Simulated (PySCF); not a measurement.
Start geometry of `[CH3][Al@H-]1[Cl+][Al@@H-]([F])[Cl+]1` from GFN2-xTB (Å):
```
atom  x, y, z in Å
C1    -2.0453    0.4645   -0.5914
Al2   -0.6248   -0.6728    0.0903
Cl3    0.6507    0.4007    1.5347
Al4    2.4264    0.0683    0.2364
F5     3.1471    1.4551   -0.2111
Cl6    1.0876   -0.7286   -1.3233
H7    -2.2693    1.3632    0.0295
H8    -2.9811   -0.0777   -0.6424
H9    -1.9007    0.8798   -1.5897
H10   -0.6519   -2.1038    0.6678
H11    3.1994   -1.0745    0.8235
```

Problem. What comes out of this run: PBE0-D3(BJ)/def2-SVP geometry optimisation, gas phase (PySCF 2.14.0)?

Solution. 
```
atom  x, y, z in Å
C1    -2.0645    0.3192   -0.0641
Al2   -0.5569   -0.7519    0.5144
Cl3    1.1167    0.6826    1.2972
Al4    2.3692    0.2393   -0.5540
F5     2.3134    1.5952   -1.5159
Cl6    0.7973   -1.2153   -1.3367
H7    -2.5305    0.8400    0.7888
H8    -2.8423   -0.3101   -0.5278
H9    -1.7625    1.0807   -0.8000
H10   -0.5149   -2.0363    1.4286
H11    3.7141   -0.4817   -0.2059
```

The energy falls by 0.393 eV over 22 energy and gradient evaluations, the largest force component goes from 0.0309 to 3.0e-04 Eh/bohr, and the atoms move by 0.484 Å rms after alignment. The bond that changes most is Al2–Cl3 (ends: aluminium bonded to C, 2 Cl and H; chlorine bonded to 2 Al), which lengthens by 0.133 Å. Bonds longer at the end by more than 0.005 Å: 9 of 11; shorter: 2. Among the angles that change most is Cl3–Al4–F5, from 112.8° to 107.0°. Among the dihedrals that turn most is H9–C1–Al2–Cl3, from 102° to 54°. Rotational constants go from 2216, 1144, 912.8 to 1877, 1164, 935.7 MHz. The orientation of the end geometry is arbitrary; only internal coordinates are fixed.

The run used 125 basis functions and 138 SCF cycles in all. On one thread, Arm Neoverse V2 (aarch64), shared host with 96 logical CPUs at a one-minute load of 53, this took 2.1 min of wall time and 0.52 GiB of memory at its peak.

PBE0-D3(BJ)/def2-SVP frequencies: not computed here.
